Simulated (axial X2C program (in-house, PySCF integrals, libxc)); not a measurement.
LiZr along the bond: PBE0, with spin–orbit coupling

Calculated with an in-house relativistic program for diatomic molecules. Two-component (2c) means X2C with spin–orbit coupling and atomic mean-field two-electron Coulomb and Gaunt terms. Basis: Zr dyall-cv3z [11s12p9d6f3g], Li dyall-cv3z [7s8p2d] (cores contracted in-house); Gaussian nuclei, density fitting, unrestricted open shells. Masses: Zr 89.905 u, Li 7.016 u.

State: Ω = 3/2 (⟨Sz⟩ = -1.50, ⟨Lz⟩ = 3.00 at PBE0). Dipoles are positive if Li is the positive end.

```tsv
R (Å)	μ (D)	HOMO (eV)	LUMO (eV)
2.540	1.627	-3.71	-1.57
2.657	1.747	-3.63	-1.50
2.745	1.839	-3.60	-1.51
2.832	1.929	-3.58	-1.52
2.920	2.010	-3.58	-1.54
3.022	2.086	-3.59	-1.57
3.124	2.142	-3.61	-1.60
3.256	2.174	-3.64	-1.64
3.416	2.139	-3.64	-1.70
3.650	1.861	-3.65	-1.79
```

Problem. The minimum lies at 2.919 Å. What is the dipole moment there, and its slope?

Solution. At PBE0, 2c, with the sign and origin stated: μ = 2.01 D, dμ/dR = 0.85 D/Å.

Occupations by symmetry block were frozen at the best pattern of an incomplete PBE0 search. Density functionals use the spin component along the axis (collinear). Other states lie close and PBE0, whose exact exchange favours high spin, may order them wrongly; the determinant shown need not be the ground state. The nearest other spin-free determinant of the search, M_S = 3/2, Λ = 2, lies 0.003 eV up at the distance of the search. Without a current term, density functionals place determinants with orbital angular momentum somewhat too high. With several unpaired electrons one determinant need not be a pure state. A state of lower Ω lies just above, and one determinant can place such states too high, so the state shown need not be the lowest. The search has Ω = 1/2 only 0.02 eV up. The determinant is spin-polarised beyond a pure state at some levels (its spin-free form has ⟨S²⟩ too high), which makes Re and μ there less reliable.
